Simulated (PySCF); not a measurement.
Correlation energy of Ar(3+) (argon, charge +3)

[Ne] 3s2 3p3, high-spin 4S determinant. Computed with PySCF 2.14 in def2-TZVPPD (6s6p4d1f, 51 functions), with no relativity, point nucleus. Frozen: 1s2; 13 electrons correlated.

```
  level  correlation energy (mhartree)
   CCSD                        -283.66
    (T)                          -4.42
CCSD(T)                        -288.08
```

Diagnostics: T1 = 0.0021, D1 = 0.0085, largest double amplitude 0.056.

Problem. Is a single reference adequate?

Solution. Yes: T1 lies below 0.03 and no double amplitude reaches 0.07.

This basis was not built for core-valence correlation, so the inner-shell part is incomplete.
